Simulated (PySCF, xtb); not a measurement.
SnOBr, SMILES [Br][Sn]=[O], multiplicity 2.

Harmonic wavenumbers (cm⁻¹) from GFN2-xTB (xtb) at its own minimum, in rising order: 114, 202, 582.

What does PySCF with PBE-D3(BJ)/def2-TZVP give at its own minimum? (Estimate from the structure and the level; the computed values follow.)

97, 220, 640. Paired by order, the mean absolute difference is 31 cm⁻¹ and the zero-point energies are 1.3 and 1.4 kcal/mol.
